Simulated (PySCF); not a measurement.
# Electron correlation in Sb (antimony, neutral)

[Kr] 4d10 5s2 5p3, high-spin 4S determinant. All numbers are calculated (PySCF 2.14, the spin-free X2C one-electron Hamiltonian (Gaussian nucleus), in aug-cc-pwCVTZ-DK3 with one added diffuse shell each of s, p, d, f type (11s10p8d5f1g, 125 functions)). Frozen: [Kr] 4d10; 5 electrons correlated.

MP2 pair energies summed by pair of shells (mhartree):

```csv
pair,energy,share (%)
5s-5p,-41.19,65.2
5p-5p,-13.21,20.9
5s-5s,-8.76,13.9
```

Total MP2 correlation energy: -63.16 mhartree.

Same-spin part -16.70 and opposite-spin part -46.46 mhartree; SCS-MP2 scales them by 1/3 and 6/5 to -61.32 mhartree.
